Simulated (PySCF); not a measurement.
C5H16N2Si2.
Numbering: `[CH3:1][CH2:2][C@@H:3]1[CH2:4][Si@H:5]([NH:6][CH3:7])[NH:8][SiH2:9]1` (hydrogens: H10, H11, H12 on C1; H13, H14 on C2; H15 on C3; H16, H17 on C4; H18 on Si5; H19 on N6; H20, H21, H22 on C7; H23 on N8; H24, H25 on Si9)

Geometry (PBE0-D3(BJ)/def2-SVP, Å), atoms numbered from 1 in this order:
```xyz
25
C5H16N2Si2 angstrom
C     -4.3188   -0.1842    0.5564
C     -3.0419    0.4011   -0.0263
C     -1.7654   -0.2285    0.5276
C     -0.4723    0.4067   -0.0144
Si     1.0122   -0.7098    0.3430
N      2.3000   -0.6362   -0.8016
C      3.6679   -0.2536   -0.5632
N      0.1518   -2.2296    0.3241
Si    -1.5839   -2.1027    0.2533
H     -5.2139    0.3120    0.1518
H     -4.3439   -0.0769    1.6529
H     -4.4128   -1.2600    0.3313
H     -3.0498    0.2858   -1.1253
H     -3.0157    1.4904    0.1580
H     -1.7712   -0.1105    1.6292
H     -0.5349    0.4941   -1.1161
H     -0.3305    1.4346    0.3618
H      1.6858   -0.3994    1.6455
H      2.0925   -0.8506   -1.7709
H      3.9593    0.6699   -1.0977
H      4.3884   -1.0419   -0.8502
H      3.8170   -0.0601    0.5102
H      0.6377   -3.1174    0.3847
H     -2.2623   -2.9350    1.2986
H     -2.1620   -2.5221   -1.0701
```

Level: PBE0/pcSseg-1 in PySCF, non-relativistic, on one gas-phase PBE0-D3(BJ)/def2-SVP geometry that isn't relaxed in the solvent. The solvent is an IEF-PCM continuum (Bondi radii, 1.10 Å for H, scaled by 1.2). Specific hydrogen bonds and non-electrostatic terms are outside this model.

Gas phase at PBE0/pcSseg-1: HOMO -6.47 eV, LUMO 0.88 eV, dipole 1.19 D.

**Question.** What does the continuum do to the energy, the frontier levels and the dipole at PBE0/pcSseg-1 in tetrahydrofuran and dichloromethane?

**Answer.** 
```
        solvent      ε  E(solvent) − E(gas) (kJ/mol)  polarisation term (kJ/mol)  distortion of the solute (kJ/mol)  HOMO (eV)  LUMO (eV)  dipole (D)
tetrahydrofuran  7.426                        -10.68                      -11.30                               0.62      -6.39       0.93        1.40
dichloromethane   8.93                        -11.12                      -11.79                               0.67      -6.39       0.93        1.41
```

The polarisation term is half the interaction of the solute with the surface charges that it induces; the rest is the cost of distorting the solute's density. The sum is the electrostatic part of solvation alone. From tetrahydrofuran to dichloromethane the lowering changes by a factor 1.04, Onsager's factor (ε − 1)/(2ε + 1) by 1.04 and ε itself by 1.2.

**Question.** Which radius a makes the point-dipole formula ΔE = −[(ε − 1)/(2ε + 1)]·μ²/a³ give the value in dichloromethane, with the gas-phase dipole?

**Answer.** μ = 0.466 au and |ΔE| = 0.00424 Eh give a = 1.47 Å; the farthest nucleus lies 5.08 Å from the centroid of the nuclei, so such a sphere wouldn't even hold the nuclei. The formula assumes a rigid point dipole at the centre of a sphere.

**Question.** Give the dipole vector in the frame of the coordinates (D, pointing from negative to positive charge), gas and dichloromethane.

**Answer.** Gas (0.92, 0.19, -0.73), solvent (1.05, 0.25, -0.90). Its length changes by +19 % and its direction by 2°.

**Question.** Which Hirshfeld charges (PBE0/pcSseg-1) respond most in dichloromethane (means over atoms taken as equivalent)?

**Answer.** 
```csv
atoms,environment,gas (e),solvent (e),change
H19,N–H hydrogen,+0.114,+0.121,+0.007
H23,N–H hydrogen,+0.116,+0.122,+0.006
H18,Si–H hydrogen,-0.095,-0.100,-0.005
H25,Si–H hydrogen,-0.097,-0.101,-0.004
H24,Si–H hydrogen,-0.091,-0.094,-0.003
Si5,SiH silicon,+0.406,+0.402,-0.004
```
